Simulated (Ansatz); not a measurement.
BeF₂, triplet, geometry from GFN2-xTB (such geometries of metal compounds can be far from the true shape) (a higher spin typed on purpose: for a closed-shell molecule this is an excited state); Ansatz (a quantum-chemistry and plane-wave program) with CAM-B3LYP/6-31G.

Here is a job for Ansatz.
Ansatz 0.2 input:
```yaml
crystal:
  periodic: [false, false, false]
  atoms:
    - {symbol: Be, position_ang: [-0.33931682, 0.41164761, -0.78551009]}
    - {symbol: F, position_ang: [1.03583286, -0.10883487, -0.24941508]}
    - {symbol: F, position_ang: [-0.88502539, -0.07411962, 0.59853068]}
basis:
  gaussian:
    orbitals: 6-31G
hamiltonian:
  xc: cam_b3lyp
magnetization: {spin_polarized: true, initial_magnetization: 2}
```

### Question
Write the output that Ansatz gives for this input, abridged.

### Answer

```
Functional definition: CAM-B3LYP
277 factors; integrals over basis functions are off by at most 2.4e-4 eV
123 factors; integrals over basis functions are off by at most 3.4e-5 eV
mean field evaluation 1: about -5829.2238 eV, gradient 1.4e1 eV
mean field evaluation 2: about -5829.5999 eV, gradient 1.4e1 eV
mean field evaluation 4: about -5830.1731 eV, gradient 8.0e-1 eV
mean field evaluation 8: about -5830.2736 eV, gradient 4.1e-2 eV
mean field evaluation 16: about -5830.2737 eV, gradient 1.2e-4 eV
mean field -5830.27368048 eV, -214.2586058562 hartree, gradient 1.7e-5 eV, S^2 2.004307; 1 other end points of the search recorded, 0 dependent functions left out
reference -5830.27375831 eV, -214.2586087162 hartree; 12, 10 occupied and 15, 17 virtual orbitals, 277 factors
Total energy: -5830.27375831 eV, -214.2586087162 hartree
```
